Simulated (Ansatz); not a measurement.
Computed with frozen-core CCSD(T)/cc-pVTZ // M06-2X/def2-TZVP run with Ansatz (a quantum-chemistry and plane-wave program).

Ansatz 0.2 input:
```yaml
crystal:
  periodic: [false, false, false]
  atoms:
    - { symbol: N, position_ang: [1.11371, 0.113371, 0.084665] }
    - { symbol: C, position_ang: [-0.076083, 0.100713, -0.023271] }
    - { symbol: O, position_ang: [-1.246075, 0.230319, -0.163843] }
    - { symbol: H, position_ang: [2.169547, 0.06928, 0.194686] }
    - { symbol: H, position_ang: [-1.997444, -0.469561, -0.062388] }
basis:
  gaussian: { orbitals: cc-pVTZ }
correlation:
  method: ccsd_t
total_charge: 2
magnetization:
  spin_polarized: true
  initial_magnetization: 1
```

Output:

```
Functional definition: HF
704 factors; integrals over basis functions are off by at most 1.1e-3 eV
mean field evaluation 1: about -4550.2353 eV, gradient 4.1e1 eV
mean field evaluation 2: about -4550.2378 eV, gradient 4.1e1 eV
mean field evaluation 4: about -4555.2121 eV, gradient 4.2e0 eV
mean field evaluation 8: about -4555.3606 eV, gradient 4.5e-1 eV
mean field evaluation 16: about -4555.3782 eV, gradient 1.7e-6 eV
mean field evaluation 32: about -4555.3782 eV, gradient 2.0e-3 eV
mean field evaluation 64: about -4555.2947 eV, gradient 1.9e0 eV
mean field evaluation 96: about -4554.8890 eV, gradient 1.1e0 eV
mean field evaluation 128: about -4555.3781 eV, gradient 4.5e-2 eV
mean field -4555.37821527 eV, -167.4070616650 hartree, gradient 1.7e-6 eV, S^2 0.848734; 6 other end points of the search recorded, 0 dependent functions left out
determinant -4555.37821527 eV, -167.4070616650 hartree, with singles and doubles -4569.88814820 eV, -167.9402918649 hartree
determinant -4554.90869435 eV, -167.3898070894 hartree, with singles and doubles -4569.36016201 eV, -167.9208887302 hartree
determinant -4555.37821527 eV, -167.4070616650 hartree, with singles and doubles -4569.81340313 eV, -167.9375450342 hartree
determinant -4554.90869435 eV, -167.3898070894 hartree, with singles and doubles -4569.28426877 eV, -167.9180997050 hartree
3 core orbitals not correlated
reference -4555.37821527 eV, -167.4070616650 hartree; 8, 7 occupied and 107, 108 virtual orbitals, 704 factors
second order -13.88905963 eV of doubles, -0.00000000 eV of singles
cycle   1  -14.43518629 eV  change    1.6e-6 eV  update   2.2e-6
perturbative correction -0.66593961 eV, -0.0244728292 hartree
Total energy: -4570.47934117 eV, -167.9620178059 hartree
```

Cost: very roughly 2.7 core-minutes.
